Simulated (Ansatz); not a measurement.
Li8I8 (started as a model of: 2x2x4 LiI rock-salt block) was relaxed with PBE-D4 (def2-SVP) in Ansatz in these states: charge +1 doublet, charge -1 doublet, neutral singlet. The geometries follow in no particular order.

In the def2 sets I takes a core potential; there is no spin–orbit coupling.

A:

```tsv
atom	x (Å)	y (Å)	z (Å)
Li1	3.513	-1.194	-1.982
I2	2.266	1.007	-0.980
Li3	0.057	2.153	0.332
I4	-1.400	4.240	1.420
I5	3.705	-2.866	0.122
Li6	1.677	-1.120	0.829
I7	0.185	0.455	2.621
Li8	-1.877	2.170	3.077
I9	1.746	-2.219	-3.739
Li10	0.204	-0.633	-2.075
I11	-1.897	1.142	-1.485
Li12	-3.268	2.628	0.335
Li13	1.631	-3.604	-1.431
I14	-0.553	-2.603	-0.154
Li15	-1.937	-0.400	0.916
I16	-4.052	0.845	2.196
```

B:

```tsv
atom	x (Å)	y (Å)	z (Å)
Li1	4.152	1.089	0.056
I2	1.645	2.243	-0.377
Li3	-1.098	1.738	-0.566
I4	-3.745	2.483	-0.339
I5	4.000	0.253	2.634
Li6	1.445	0.672	1.879
I7	-1.408	0.247	1.912
Li8	-4.276	0.310	1.242
I9	4.090	-1.245	-1.440
Li10	1.495	-0.290	-1.530
I11	-1.094	-0.194	-2.581
Li12	-3.794	0.279	-2.016
Li13	3.822	-1.985	1.195
I14	0.939	-2.090	0.692
Li15	-1.738	-1.715	-0.375
I16	-4.435	-1.797	-0.387
```

C:

Cartesian coordinates in Å:
```
Li 1.042 -3.131 -2.676
I 0.704 -2.583 -0.006
Li 0.059 -0.747 2.044
I -0.333 0.010 4.681
I -1.349 -2.460 -3.762
Li -1.315 -1.081 -1.358
I -2.491 -0.018 0.982
Li -2.244 1.381 3.333
I 2.886 -1.306 -3.463
Li 1.844 -0.219 -1.135
I 2.006 1.207 1.299
Li 0.781 2.205 3.546
Li 0.421 -0.455 -4.203
I -0.220 1.394 -2.275
Li -0.590 2.047 0.449
I -1.203 3.756 2.544
```

Question: Judge from the bond lengths which geometry belongs to which state (an estimate).

Answer: A is the neutral singlet (I7–Li8 2.721 Å, Li13–I14 2.721 Å, Li6–I14 2.853 Å); B is the charge +1 doublet (I7–Li8 2.946 Å, Li13–I14 2.928 Å, Li6–I14 3.049 Å); C is the charge -1 doublet (I7–Li8 2.747 Å, Li13–I14 2.747 Å, Li6–I14 2.857 Å).

At PBE-D4/def2-SVP the highest occupied level of the relaxed charge -1 doublet lies above zero (up to 0.48 eV). By energy differences its removal costs 0.59 eV (each at its own geometry, to the charge 0 singlet, at PBE-D4/def2-SVP); self-interaction error and the lack of diffuse functions both raise the level.
